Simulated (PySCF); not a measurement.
A structure optimised at PBE-D3(BJ)/def2-SVP, used in a PySCF frequency run:

```xyz
10

C     -2.2413    -0.1058    -1.4045
O     -1.2555     0.8557    -1.0562
Si     0.2598     0.5107    -0.5299
O      1.1200    -0.2182    -1.7392
F      0.9254     1.9259    -0.1067
Br     0.2333    -0.7783     1.2899
H     -1.9251    -0.7161    -2.2782
H     -2.4623    -0.7896    -0.5553
H     -3.1702     0.4362    -1.6697
H      1.9568    -0.6388    -1.4742
```
Charge 0, spin multiplicity 1.

Write its SMILES and formula.

CO[Si](O)(F)Br, CH₄BrFO₂Si

What are its rotational constants (standard atomic weights)?

2.2767, 1.3378, 1.0907 GHz
